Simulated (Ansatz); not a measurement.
System: CH6NSi, charge 0, multiplicity 2. It need not be the lowest isomer of its formula. 
Structure (B3LYP-D3(BJ)/def2-TZVP (Ansatz, an electronic-structure program) minimum search):
```xyz
9

C     -1.5881    -0.1875     0.6057
N     -0.4980    -0.5685    -0.2285
Si     1.0262     0.2720    -0.2541
H     -2.2168    -1.0508     0.8464
H     -1.3150     0.3401     1.5300
H     -2.2318     0.4982     0.0294
H      2.1064    -0.7399    -0.2745
H      1.2300     1.1886     0.9022
H      1.0760     1.0611    -1.5106
```
Charge 0, spin multiplicity 2.

Basis-set convergence of Hartree-Fock and CCSD correlation energies (hartree) with Ansatz. Correlated levels leave the core frozen unless marked. UHF or UKS for open shells. No spin-orbit coupling. Non-relativistic.

```tsv
basis	functions	E(HF)	E(corr, CCSD)
aug-cc-pV(D+d)Z	132	-384.72052	-0.45431
aug-cc-pV(T+d)Z	285	-384.75849	-0.53148
aug-cc-pV(Q+d)Z	525	-384.76777	-0.55415
```

Extrapolating the two largest sets (X = 3 and 4) as X^-3: E(corr) = (64·(-0.55415) - 27·(-0.53148))/37 = -0.5707 Eh, an estimate of the basis-set limit. The largest set recovers 97.1 % of it, the smallest 79.6 %.
